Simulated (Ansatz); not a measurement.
Species: H₉BSi₃, SMILES `[SiH3]B([SiH3])[SiH3]` (charge 0, multiplicity 1).

Task: Give a relaxed geometry from Ansatz (a first-principles code) with PBE-D3(BJ)/def2-TZVP.

Result: the end point of this relaxation (outside a Z-matrix the atoms follow the SMILES, hydrogens last).
Z-matrix (Å, degrees):
```
B
Si 1 1.9987
H 2 1.4978 1 115.17
H 2 1.4979 3 108.98 1 -131.05
H 2 1.5075 3 107.51 4 -116.21
Si 1 1.9991 2 118.88 3 24.08
H 6 1.4976 1 115.59 2 154.24
H 6 1.4989 7 108.82 1 129.60
H 6 1.5071 7 107.76 8 115.95
Si 1 1.9995 2 118.76 3 -152.27
H 10 1.4973 1 115.58 2 -153.66
H 10 1.4984 11 108.81 1 -129.65
H 10 1.5065 11 107.75 12 -115.92
```
